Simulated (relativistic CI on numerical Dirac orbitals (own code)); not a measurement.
## L2,3 absorption of nickel in several valence states

Computed multiplet spectra 2p⁶3dⁿ → 2p⁵3dⁿ⁺¹ (Dirac-Coulomb-Breit ions, Slater integrals scaled by 0.8, an assumed crystal field that grows with the charge, no charge transfer; 300 K; Lorentzian 0.4 eV and Gaussian 0.3 eV FWHM at both edges, so that L2 comes out sharper than in experiment). Peaks over 5 % are given in eV from the highest peak in the L3 region of each spectrum (height, largest 100). S of the lowest state is read from ⟨S²⟩, and the branching ratio is the share of L3, cut at the minimum between the edges.

Field parameters in Wybourne normalisation: Td as Oh with Dq negative (B⁴₀ = 21Dq, B⁴₄ = √(5/14) B⁴₀). The field is a parameter set, without covalency.

- Ni2+ (d8, Td, 10Dq = -7800 cm⁻¹): S = 1.00, branching ratio 0.90; peaks 0.0 (100), 2.5 (17), 18.2 (8), 18.8 (12)
- Ni3+ (d7, Td, 10Dq = -10050 cm⁻¹): S = 1.50, high spin, branching ratio 0.75; peaks 0.0 (100), 1.3 (55), 2.6 (23), 3.3 (20), 4.4 (9), 5.0 (9), 17.8 (27), 18.4 (44), 20.5 (6), 21.0 (8)

Problem. What spin state follows for Ni4+ in Td, 10Dq = -12350 cm⁻¹, and does its branching ratio lie nearer 2/3 or nearer 0.8?

Solution. Ni4+ (d6, Td, 10Dq = -12350 cm⁻¹): S = 2.00, high spin, branching ratio 0.75; peaks -3.6 (16), -1.3 (59), -0.6 (78), 0.0 (100), 0.3 (99), 1.7 (52), 3.7 (29), 5.5 (10), 15.1 (13), 16.7 (31), 17.9 (29), 18.7 (28), 19.6 (14), 20.3 (12), 21.4 (8), 22.3 (7). High-spin states, above all those with an unquenched orbital moment, raise the ratio above the statistical 2/3; low spin and nearly empty shells keep it near or below 2/3.

The centroid of the whole edge, which also moves with the branching ratio, lies at 856.7 (Ni2+), 862.5 (Ni3+), 865.7 (Ni4+) eV in this ionic model, in steps of 3.2 to 5.8 eV. Compounds show about 1 to 2 eV a unit and lower energies for the high valences, since ligands screen the charge. The multiplet shape follows the d count and the spin state, and so serves as a fingerprint of valence.
